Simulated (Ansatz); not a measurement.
`[NH2][Al]([F])[PH2]` + `N[SiH3]` → `[NH2][Al]([F])[NH][SiH3]` + PH₃  (cleavage of the Al–P bond)

Isolated molecules relaxed with PBE0-D4/def2-TZVP in Ansatz; ΔE leaves out vibrations. CCSD(T)/CBS is the MP2 limit (def2-TZVPP, def2-QZVPP) plus CCSD(T) − MP2 in def2-TZVPP, frozen cores. This one scheme is used for every species. DFT in def2-TZVPP. Each species was taken in one conformer, which may not be the lowest.

`[NH2][Al]([F])[PH2]`:

Z-matrix (Å, degrees):
```
N
Al 1 1.757
H 1 1.007 2 124.5
H 1 1.006 2 125.0 3 -179.0
F 2 1.652 1 117.2 3 0.5
P 2 2.313 1 124.0 3 -175.9
H 6 1.422 2 91.4 1 -130.5
H 6 1.423 2 91.8 1 -36.8
```

`N[SiH3]`:

```xyz
7

N     0.137    0.903   -0.550
Si   -0.157   -0.499    0.402
H    -0.212    0.946   -1.494
H     1.023    1.378   -0.478
H    -1.604   -0.820    0.307
H     0.597   -1.727    0.008
H     0.216   -0.183    1.805
```

`[NH2][Al]([F])[NH][SiH3]`:

Z-matrix (Å, degrees):
```
Si
N 1 1.721
H 1 1.490 2 112.7
H 1 1.490 2 112.7 3 -121.4
H 1 1.488 2 107.1 3 119.3
Al 2 1.774 1 128.9 3 -118.8
H 2 1.012 1 115.2 3 61.0
F 6 1.650 2 117.8 1 179.7
N 6 1.754 2 123.1 1 -0.3
H 9 1.006 6 124.4 2 179.9
H 9 1.006 6 124.8 2 -0.1
```

PH₃:

Z-matrix (Å, degrees):
```
P
H 1 1.420
H 1 1.420 2 93.1
H 1 1.420 2 93.1 3 93.3
```

```tsv
level	ΔE (kJ/mol)
PBE0-D4	-42.6
r2SCAN	-48.9
HF/def2-QZVPP	-63.8
CCSD/CBS(def2)	-54.7
```

Question: What does CCSD(T)/CBS give? (An estimate is asked.)

Answer: Computed: -53.0 kJ/mol. The listed levels differ from it by 10.4, 4.1, -10.8, -1.7 kJ/mol.

Largest T1 diagnostic among the species: 0.013.

In def2-TZVPP, CCSD(T) changes the Hartree–Fock value by +6.6 kJ/mol (the triples alone add +1.8 kJ/mol) and MP2 by +5.9 kJ/mol. The D4 term adds −3.6 kJ/mol with B3LYP and −2.1 kJ/mol with PBE0; it sums over pairs of atoms, weighted by their polarisabilities, and B3LYP, whose exchange is more repulsive, gets the larger term. From PBE to PBE0 (25 % exact exchange), in def2-TZVPP and without D4, ΔE moves by −4.3 kJ/mol.

B3LYP here is the variant with VWN-RPA as its local correlation; programs differ in this.
